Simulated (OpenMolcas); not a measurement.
## OpenMolcas run: Fe⁺

Input:

```
&GATEWAY
Coord
1

Fe 0.0 0.0 0.0
Basis=ANO-R1
Group=XYZ
NoMove
AngMom=0.0 0.0 0.0
AMFI
&SEWARD
* reference wave functions (RASSCF and RASSI steps not shown): 7 electrons in 6 orbitals (3d 4s)
>>> COPY JOB001 $Project.JobIph
&CASPT2
Multistate=6 1 2 3 4 5 6
Frozen=2 3
IPEA=0.25
Imaginary=0.1
MaxIter=60
WThr=0.0 0.3 0.05
PrWF=0.5
NoMix
>>> COPY JOB002 $Project.JobIph
&CASPT2
Multistate=47 1 2 3 4 5 6 7 8 9 10 11 12 13 14 15 16 17 18 19 20 21 22
23 24 25 26 27 28 29 30 31 32 33 34 35 36 37 38 39 40 41 42 43 44 45 46
47
Frozen=2 3
IPEA=0.25
Imaginary=0.1
MaxIter=60
WThr=0.0 0.3 0.05
PrWF=0.5
NoMix
>>> COPY JOB003 $Project.JobIph
&CASPT2
Multistate=57 1 2 3 4 5 6 7 8 9 10 11 12 13 14 15 16 17 18 19 20 21 22
23 24 25 26 27 28 29 30 31 32 33 34 35 36 37 38 39 40 41 42 43 44 45 46
47 48 49 50 51 52 53 54 55 56 57
Frozen=2 3
IPEA=0.25
Imaginary=0.1
MaxIter=60
WThr=0.0 0.3 0.05
PrWF=0.5
NoMix
```

Output, cut to the results:

```
--- CASPT2 ---
Orbital specifications:
      -----------------------

      Symmetry species                           1   2
                                                ag  au
      Frozen orbitals                            2   3
      Inactive orbitals                          1   3
      Active orbitals                            6   0
      Secondary orbitals                         6  13
      Deleted orbitals                           0   0
      Number of basis functions                 15  19
Type of calculation                        MS-CASPT2
      Fock operator                              state-specific
      IPEA shift                                 0.25
      Real shift                                 0.00
      Imaginary shift                            0.10
      The input orbitals will be transformed to quasi-canonical
Reference energy:       -1271.1249388299
      E2 (Non-variational):      -0.3750293140
      Shift correction:          -0.0001464135
      E2 (Variational):          -0.3751757275
      Total energy:           -1271.5001145574
      Residual norm:              0.0000004211
      Reference weight:           0.93916
      Contributions to the CASPT2 correlation energy
      Active & Virtual Only:         -0.1254470877
      One Inactive Excited:          -0.1730375521
      Two Inactive Excited:          -0.0765446743
Reference energy:       -1271.1249388299
      E2 (Non-variational):      -0.3751514525
      Shift correction:          -0.0001468166
      E2 (Variational):          -0.3752982691
      Total energy:           -1271.5002370989
      Residual norm:              0.0000004190
      Reference weight:           0.93910
      Contributions to the CASPT2 correlation energy
      Active & Virtual Only:         -0.1255592018
      One Inactive Excited:          -0.1730490922
      Two Inactive Excited:          -0.0765431585
::    CASPT2 Root  1     Total energy:  -1271.50011456
::    CASPT2 Root  2     Total energy:  -1271.50023710
::    CASPT2 Root  3     Total energy:  -1271.50014220
::    CASPT2 Root  4     Total energy:  -1271.50013945
::    CASPT2 Root  5     Total energy:  -1271.50024189
::    CASPT2 Root  6     Total energy:  -1271.43891501
::    MS-CASPT2 Root  1     Total energy:  -1271.50024224
::    MS-CASPT2 Root  2     Total energy:  -1271.50023724
::    MS-CASPT2 Root  3     Total energy:  -1271.50014255
::    MS-CASPT2 Root  4     Total energy:  -1271.50013940
::    MS-CASPT2 Root  5     Total energy:  -1271.50011444
::    MS-CASPT2 Root  6     Total energy:  -1271.43891434
--- CASPT2 ---
Orbital specifications:
      -----------------------

      Symmetry species                           1   2
                                                ag  au
      Frozen orbitals                            2   3
      Inactive orbitals                          1   3
      Active orbitals                            6   0
      Secondary orbitals                         6  13
      Deleted orbitals                           0   0
      Number of basis functions                 15  19
Type of calculation                        MS-CASPT2
      Fock operator                              state-specific
      IPEA shift                                 0.25
      Real shift                                 0.00
      Imaginary shift                            0.10
      The input orbitals will be transformed to quasi-canonical
Reference energy:       -1271.0758839610
      E2 (Non-variational):      -0.3849180180
      Shift correction:          -0.0003532083
      E2 (Variational):          -0.3852712263
      Total energy:           -1271.4611551873
      Residual norm:              0.0000004599
      Reference weight:           0.92742
      Contributions to the CASPT2 correlation energy
      Active & Virtual Only:         -0.1374031083
      One Inactive Excited:          -0.1708136051
      Two Inactive Excited:          -0.0767013046
Reference energy:       -1271.0758839610
      E2 (Non-variational):      -0.3849213665
      Shift correction:          -0.0003533043
      E2 (Variational):          -0.3852746709
      Total energy:           -1271.4611586319
      Residual norm:              0.0000004607
      Reference weight:           0.92741
      Contributions to the CASPT2 correlation energy
      Active & Virtual Only:         -0.1374071839
      One Inactive Excited:          -0.1708129466
      Two Inactive Excited:          -0.0767012361
::    CASPT2 Root  1     Total energy:  -1271.46115519
::    CASPT2 Root  2     Total energy:  -1271.46115863
::    CASPT2 Root  3     Total energy:  -1271.46115865
::    CASPT2 Root  4     Total energy:  -1271.46115863
::    CASPT2 Root  5     Total energy:  -1271.46109202
::    CASPT2 Root  6     Total energy:  -1271.39547160
::    CASPT2 Root  7     Total energy:  -1271.39539363
::    CASPT2 Root  8     Total energy:  -1271.39546938
::    CASPT2 Root  9     Total energy:  -1271.39537602
::    CASPT2 Root 10     Total energy:  -1271.39539099
::    CASPT2 Root 11     Total energy:  -1271.39532450
::    CASPT2 Root 12     Total energy:  -1271.39561869
::    CASPT2 Root 13     Total energy:  -1271.39540567
::    CASPT2 Root 14     Total energy:  -1271.39534470
::    CASPT2 Root 15     Total energy:  -1271.39545644
::    CASPT2 Root 16     Total energy:  -1271.39536993
::    CASPT2 Root 17     Total energy:  -1271.40173443
::    CASPT2 Root 18     Total energy:  -1271.40173248
::    CASPT2 Root 19     Total energy:  -1271.40171623
::    CASPT2 Root 20     Total energy:  -1271.39181107
::    CASPT2 Root 21     Total energy:  -1271.39156520
::    CASPT2 Root 22     Total energy:  -1271.39137319
::    CASPT2 Root 23     Total energy:  -1271.39156725
::    CASPT2 Root 24     Total energy:  -1271.39170545
::    CASPT2 Root 25     Total energy:  -1271.39148797
::    CASPT2 Root 26     Total energy:  -1271.39170570
::    CASPT2 Root 27     Total energy:  -1271.37448851
...
```

Levels above the lowest, from the spin-orbit matrix with the multistate effective Hamiltonian, averaged by term, added to it:

| Configuration | Term | J | E (cm⁻¹) | Measured (cm⁻¹) | g | Term weight % |
| --- | --- | --- | --- | --- | --- | --- |
| 3d⁶ 4s | ⁶D | 9/2 | 0.0 | 0.0 | 1.557 | 100 |
| 3d⁶ 4s | ⁶D | 7/2 | 391 | 385 | 1.588 | 100 |
| 3d⁶ 4s | ⁶D | 5/2 | 683 | 668 | 1.658 | 100 |
| 3d⁶ 4s | ⁶D | 3/2 | 887 | 863 | 1.868 | 100 |
| 3d⁶ 4s | ⁶D | 1/2 | 1007 | 977 | 3.337 | 100 |
| 3d⁷ | ⁴F | 9/2 | 5490 | 1873 | 1.334 | 99 |
| 3d⁷ | ⁴F | 7/2 | 6120 | 2430 | 1.239 | 99 |
| 3d⁷ | ⁴F | 5/2 | 6610 | 2838 | 1.029 | 99 |
| 3d⁷ | ⁴F | 3/2 | 6960 | 3117 | 0.399 | 99 |
| 3d⁶ 4s | ⁴D(1) | 7/2 | 8610 | 7955 | 1.429 | 100 |
| 3d⁶ 4s | ⁴D(1) | 5/2 | 9060 | 8392 | 1.372 | 100 |
| 3d⁶ 4s | ⁴D(1) | 3/2 | 9370 | 8680 | 1.201 | 100 |
| 3d⁶ 4s | ⁴D(1) | 1/2 | 9550 | 8847 | -0.001 | 100 |
| 3d⁵ 4s² | ⁶S | 5/2 | 13900 | 23318 | 2.002 | 100 |
| 3d⁶ 4s | ⁴P | 5/2 | 21430 |  | 1.601 | 100 |
| 3d⁶ 4s | ⁴P | 3/2 | 22440 |  | 1.730 | 99 |
| 3d⁶ 4s | ⁴P | 1/2 | 23120 |  | 2.663 | 99 |
| 3d⁶ 4s | ⁴H | 13/2 | 23210 | 21252 | 1.231 | 100 |
| 3d⁶ 4s | ⁴H | 11/2 | 23360 | 21430 | 1.134 | 99 |
| 3d⁶ 4s | ⁴H | 9/2 | 23500 | 21582 | 0.976 | 98 |
| 3d⁶ 4s | ⁴H | 7/2 | 23610 | 21712 | 0.672 | 98 |
| 3d⁶ 4s | ⁴F | 9/2 | 24220 |  | 1.327 | 96 |
| 3d⁶ 4s | ⁴F | 7/2 | 24380 |  | 1.231 | 97 |
| 3d⁶ 4s | ⁴F | 5/2 | 24510 |  | 1.025 | 98 |

Against the 17 measured excited levels shown (NIST Handbook of Basic Atomic Spectroscopic Data) the mean absolute deviation is 2000 cm-1; the largest miss in energy is 3d⁵ 4s² ⁶S_5/2: computed 13900, measured 23318 cm⁻¹ (-40.4 %), and the largest in proportion 3d⁷ ⁴F_9/2 (+193.1 %).

CASPT2 breaks the degeneracy within a term, and the mean is taken; among the terms shown or strongly mixed into the levels shown the widest spread is 4200 cm-1 (3d⁷ ⁴F). Over all roots computed the reference weight is 0.86 to 0.94; the roots of lowest weight are the least certain, and an intruder state may touch them. Terms from blocks run as CI alone lack orbitals of their own. A single d shell beside an s shell can misplace configurations of different d count against each other. The CASPT2 spread within a term exceeds the gap to the next term for 3d⁷ ⁴F and 3d⁶ 4s ⁴D(1), so the order of their levels is uncertain, and so are names and mixing where such terms share a J. Measured partners are found by configuration, term and J. A level has none where our copy of the source lacks it or the pairing is in doubt (some pairs that miss far off the trend of their configuration count as doubtful), and it then counts in no deviation. Levels of configurations outside the active space are missing. The first state left out of the spin-orbit step lies near 45000 cm-1 above the lowest spin-free state of the reference (among the parities and spins computed), and the list stops at four fifths of that energy or lower. The table shows the lowest 24 of 43 levels.

The term weight is that of the spin-free term in the level, not the purity of its configuration. A number in round brackets counts repeated terms of one configuration in the order of the reference energies.
